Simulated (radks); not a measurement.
The numbers below are computed, except where a source is named.
All-electron atom: Dy10+ in [Kr] 4d10 4f8 5s2.

Level of theory: non-relativistic Kohn-Sham, LDA (Slater exchange, Perdew-Wang correlation), spin-unpolarised, spherical densities, point nucleus; relativity is left out, which matters for an element this heavy (a radial shooting solver on a logarithmic mesh with Libxc functionals).

Energy parts (eV):
| part | energy |
|---|---|
| total | -315896.95 |
| kinetic | 315775.78 |
| electron-nucleus | -741254.91 |
| Hartree | 116097.42 |
| exchange-correlation | -6515.24 |

Orbitals (lengths in bohr, moments of r in powers of bohr; r(max) is where P^2 peaks; r(90%) holds 90 % of the orbital's charge):
orbital	occ.	eigenvalue (eV)	r(max)	<r>	r(90%)
1s	2	-50331.01	0.01525	0.02299	0.0409
2s	2	-8209.180	0.08343	0.09770	0.150
2p	6	-7834.329	0.06486	0.08279	0.134
3s	2	-1948.429	0.2317	0.2514	0.367
3p	6	-1779.591	0.2191	0.2410	0.359
3d	10	-1463.888	0.1742	0.2132	0.331
4s	2	-509.7523	0.5261	0.5637	0.808
4p	6	-442.6317	0.5299	0.5748	0.834
4d	10	-321.9532	0.5331	0.6014	0.899
5s	2	-186.1150	1.155	1.218	1.71
4f	8	-170.5223	0.5119	0.6874	1.11

The highest occupied level is 4f at -170.52 eV. Summed over all electrons, <r^2> = 16.17 bohr^2, which gives a Langevin (diamagnetic) susceptibility term of -12.8 x 10^-6 cm^3/mol. Virial ratio -V/T = 2.00038. The density falls to 0.001 e/bohr^3 at r = 2.35 bohr. For comparison, the ionisation energy in NIST's Atomic Spectra Database is 192 eV (theoretical). In exact Kohn-Sham theory the highest level is minus the ionisation energy, but local and semilocal functionals leave it too shallow, through self-interaction and a potential that decays too fast; potentials with the right tail come closer. The electron density at the nucleus is 2.046e+05 e/bohr^3.

Beside tabulated values, note that spin-unpolarised runs miss the spin-polarisation part of the exchange energy of open shells.
